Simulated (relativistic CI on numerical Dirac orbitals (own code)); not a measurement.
# Pt2+: L2,3 absorption edge

Computed with this model: Dirac-Coulomb-Breit CI, separate exchange-only KLI orbitals for each configuration, a model potential for QED, valence Slater integrals scaled by 0.7, multiplet model of core-to-valence dipole absorption; configurations [Xe] 4f14 5d8 → [He] 2s2 2p5 3s2 3p6 3d10 4s2 4p6 4d10 4f14 5s2 5p6 5d9; 300 K; Lorentzian 5 eV and Gaussian 1 eV FWHM. Energies are those of the free ion, without screening or charge transfer. The branching ratio is the share of the lower-energy edge in the whole absorption, uncertain by about 0.02 where the edges overlap. S is read from ⟨S²⟩ = S(S + 1).

Field parameters in Wybourne normalisation: D3d B²₀ = −7Dσ, B⁴₀ = −14Dq − 21Dτ, B⁴₃ = −14√(10/7) Dq; D4h B²₀ = −7Ds, B⁴₀ = 21(Dq − Dt), B⁴₄ = 21√(5/14) Dq; Td as Oh with Dq negative (B⁴₀ = 21Dq, B⁴₄ = √(5/14) B⁴₀). The field is a parameter set, without covalency.

free ion: ground-state S = 0.97, centroid 11596.08 eV, branching ratio 0.979. Peaks (eV, height): 11560.0 (100).

D4h, 10Dq = 40300, Ds = 1180, Dt = 40 cm⁻¹: ground-state S = 1.00, centroid 11923.95 eV, branching ratio 0.789. Peaks (eV, height): 11563.0 (100), 13274.0 (27).

D3d, 10Dq = 28050, Dσ = 1120, Dτ = 330 cm⁻¹: ground-state S = 0.99, centroid 11883.95 eV, branching ratio 0.812. Peaks (eV, height): 11562.0 (100), 13273.0 (23).

D4h, 10Dq = 21000, Ds = -900, Dt = -700 cm⁻¹: ground-state S = 0.99, centroid 11860.75 eV, branching ratio 0.825. Peaks (eV, height): 11562.0 (100), 13273.0 (21).

Td, 10Dq = -13800 cm⁻¹: ground-state S = 0.98, centroid 11623.96 eV, branching ratio 0.963. Peaks (eV, height): 11560.5 (100).

D3d, 10Dq = 17950, Dσ = 1170, Dτ = -460 cm⁻¹: ground-state S = 0.99, centroid 11800.29 eV, branching ratio 0.860. Peaks (eV, height): 11561.0 (100), 13272.0 (16).

The statistical ratio of this edge is 2/3 = 0.667. Values above it arise where the holes sit mainly in the j = l + 1/2 valence subshell or the ground state has high spin; values below it where core-valence Coulomb terms move weight to the upper edge, as in nearly empty shells. At deep edges of heavy elements the radial integrals of the two core levels differ, which raises the baseline.

Strongest unbroadened transitions for D3d, 10Dq = 17950, Dσ = 1170, Dτ = -460 cm⁻¹:

| Energy (eV) | Relative strength |
| --- | --- |
| 11561.00 | 41.3 |
| 11561.04 | 10.7 |
| 11561.05 | 15.5 |
| 11561.07 | 10.3 |
| 11561.08 | 22.8 |
| 11561.16 | 100.0 |
| 11561.24 | 21.0 |
| 11561.25 | 1.5 |
| 11561.26 | 32.4 |
| 11561.28 | 53.8 |
| 11561.30 | 16.7 |
| 11561.44 | 18.2 |
| 11561.49 | 10.8 |
| 11562.86 | 0.5 |
| 13272.01 | 22.5 |
| 13272.05 | 9.0 |
| 13272.21 | 8.7 |
| 13272.26 | 17.3 |
